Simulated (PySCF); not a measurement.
A mixed set of molecules.

All values: wB97X-D/def2-SVPD (PySCF) at PBE0-D3(BJ)/def2-SVP geometries, gas phase, one conformer each. Core orbitals are frozen in the response; Δα² is half the sum of the squared differences of the principal polarisabilities. Atoms past krypton carry effective core potentials. The calculation is non-relativistic apart from the core potentials, for germanium too.

Question: Rank by HOMO–LUMO gap, highest first.
A. `C=C=CCO`
B. `[O]=[Re](=[O])(=[O])[F]`
C. `C[Si](C)(C)[O][GeH3]`
D. `CC[O][In]([Cl])[Cl]`

Answer: C (11.53 eV), A (11.19 eV), B (10.58 eV), D (9.09 eV).

Question: Rank by dipole moment, highest first.
A. InCl2(OEt), `CC[O][In]([Cl])[Cl]`
B. `C[Si](C)(C)[O][GeH3]`
C. `[CH2:1]=[C:2]=[CH:3][CH2:4][OH:5]` with C2–C3–C4–O5 -123°, C3–C4–O5–H 58°
D. ReO3F (`[O]=[Re](=[O])(=[O])[F]`)

Answer: A (2.04 D), C (1.66 D), D (1.10 D), B (0.80 D).

All values together:

```tsv
SMILES	formula	μ (D)	HOMO (eV)	LUMO (eV)	α (Å³)	Δα (Å³)	electrons	α per electron (Å³)	ΔSCF removal energy (eV)
[O]=[Re](=[O])(=[O])[F]	FO3Re	1.10	-12.29	-1.70	6.59	1.12	108	0.061	–
CC[O][In]([Cl])[Cl]	C2H5Cl2InO	2.04	-10.22	-1.13	13.42	5.02	108	0.124	10.30
C[Si](C)(C)[O][GeH3]	C3H12GeOSi	0.80	-9.75	1.78	14.07	1.51	84	0.168	9.82
C=C=CCO	C4H6O	1.66	-9.44	1.75	8.62	6.10	38	0.227	9.72
```

Conformers: `CC[O][In]([Cl])[Cl]`; `[CH2:1]=[C:2]=[CH:3][CH2:4][OH:5]` with C2–C3–C4–O5 -123°, C3–C4–O5–H 58°.

A dash marks a removal energy that wasn't run or isn't settled.
